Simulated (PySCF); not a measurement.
**How methods differ on the excitation energy of Pd²⁺**

Pd²⁺ [Kr] 4d8 (3F) → Pd²⁺ [Kr] 4d7 5p1 (high-spin determinant), as a difference of total energies. All numbers are calculated (PySCF 2.14, scalar relativity by spin-free X2C-1e, in x2c-TZVPPall with one added diffuse shell each of s, p, d, f type (9s7p7d3f1g, 95 functions)). Correlated levels: valence: [Kr] frozen. The calculations carry no spin-orbit coupling.

| method | excitation energy (eV) |
| --- | --- |
| UHF | 12.413 |
| MP2 (valence) | 13.382 |
| SCS-MP2 (valence) | 13.623 |
| CCSD (valence) | 13.229 |
| CCSD(T) (valence) | 13.251 |

**Question.** How much does correlation contribute at CCSD(T) (valence)?

**Answer.** 13.251 − (12.413) = 0.838 eV, measured against UHF.

A first-order spin-orbit estimate (lowest level to lowest level, LS coupling) adds 0.107 eV.

The determinant of the upper state mixes LS terms, which raises its energy above the lowest term, most at the Hartree-Fock and MP2 levels.
